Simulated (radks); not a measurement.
Neutral cadmium, 48 electrons, occupied as [Kr] 4d10 5s2 (the NIST ground configuration).

Calculated with a radial shooting solver on a logarithmic mesh with Libxc functionals: scalar-relativistic Kohn-Sham, Slater X-alpha with alpha = 0.734, spin-unpolarised, spherical densities, point nucleus.

Energy parts (hartree):
total: -5599.69744
kinetic: 5828.87731
electron-nucleus: -13539.89649
Hartree: 2270.91017
exchange: -159.58842

Orbitals (lengths in bohr, moments of r in powers of bohr):
| orbital | occ. | eigenvalue (hartree) | <r^2> |
|---|---|---|---|
| 1s | 2 | -975.1048 | 0.001250 |
| 2s | 2 | -144.9833 | 0.02043 |
| 2p | 6 | -130.2408 | 0.01608 |
| 3s | 2 | -27.04330 | 0.1468 |
| 3p | 6 | -22.19685 | 0.1478 |
| 3d | 10 | -14.58346 | 0.1327 |
| 4s | 2 | -3.89568 | 0.8711 |
| 4p | 6 | -2.46418 | 1.050 |
| 4d | 10 | -0.42878 | 2.007 |
| 5s | 2 | -0.19799 | 9.593 |

The highest occupied level is 5s at -5.388 eV. The density falls to 0.001 e/bohr^3 at r = 4.37 bohr. For comparison, the ionisation energy in NIST's Atomic Spectra Database is 8.994 eV (measured). In exact Kohn-Sham theory the highest level is minus the ionisation energy, but local and semilocal functionals leave it too shallow, through self-interaction and a potential that decays too fast; potentials with the right tail come closer.
